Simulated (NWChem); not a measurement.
PbH₂O, singlet; SMILES [OH][PbH]

Results from NWChem. Low-valent species are run as closed-shell singlets; no triplet was tried in these runs. All runs use the structure optimised with PBE-D3(BJ)/def2-SVP. def2 effective core potentials on Pb; no spin-orbit coupling. Ions are spin-unrestricted doublets at the neutral geometry; other ion states weren't tried. Functional: LC-ωPBE (HJS hole) with def2-SVP; rows give the range parameter ω in 1/bohr.

For range parameter (1/bohr) 0.35:

```
Item                                   Result
-------------------------------------  ------
vertical ionisation energy, ΔSCF (eV)   10.39
−ε(HOMO) (eV)                            9.22
```

**Question.** What are these values for range parameter (1/bohr) 0.20?

**Answer.** 
| Quantity | Result |
|---|---|
| vertical ionisation energy, ΔSCF (eV) | 9.19 |
| −ε(HOMO) (eV) | 8.30 |
